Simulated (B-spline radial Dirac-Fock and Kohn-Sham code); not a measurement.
**Tm: computed levels beside tabulated edges**

Model: multi-electron Dirac-Fock with separately optimised hole states, Breit and Lamb-shift corrections added in first order. Program: a radial atomic solver. Electron correlation is not included.

Two models are given for [Xe] 4f13 6s2. In the first the electron is removed to infinity. In the second it is placed in the 5d shell, so that the atom stays neutral; this mimics a hole screened by valence charge, or the onset of absorption below the ionisation limit. The tabulated edges (Elam, Ravel and Sieber, Radiat. Phys. Chem. 63, 121 (2002)) refer to the element in its standard state, with the Fermi level as zero for a metal.

| level | ionised (eV) | screened (eV) | tabulated (eV) | ionised − table | screened − table |
| --- | --- | --- | --- | --- | --- |
| K | 59386.3 | 59381.7 | 59390.0 | -3.7 | -8.3 |
| L1 | 10121.6 | 10117.0 | 10116.0 | +5.6 | +1.0 |
| L2 | 9616.8 | 9612.2 | 9617.0 | -0.2 | -4.8 |
| L3 | 8647.7 | 8643.1 | 8648.0 | -0.3 | -4.9 |
| M1 | 2311.8 | 2307.2 | 2307.0 | +4.8 | +0.2 |
| M2 | 2091.4 | 2086.8 | 2090.0 | +1.4 | -3.2 |
| M3 | 1883.8 | 1879.2 | 1885.0 | -1.2 | -5.8 |
| M4 | 1512.8 | 1508.2 | 1515.0 | -2.2 | -6.8 |
| M5 | 1468.4 | 1463.8 | 1468.0 | +0.4 | -4.2 |
| N1 | 474.7 | 470.0 | 470.9 | +3.8 | -0.9 |
| N2 | 385.4 | 380.8 | 385.9 | -0.5 | -5.1 |
| N3 | 338.9 | 334.2 | 332.6 | +6.3 | +1.6 |
| N4 | 191.8 | 187.2 | 175.5 | +16.3 | +11.7 |
| N5 | 183.4 | 178.8 | 175.5 | +7.9 | +3.3 |
| O1 | 61.66 | 56.98 | 54.70 | +7.0 | +2.3 |
| O2 | 35.05 | 30.69 | 31.80 | +3.3 | -1.1 |
| O3 | 29.40 | 25.13 | 25.00 | +4.4 | +0.1 |

The screened model lies closer: the mean absolute deviations are 4.1 eV (ionised) and 3.8 eV (screened). Screening lowers the levels by 4.6 eV on average.
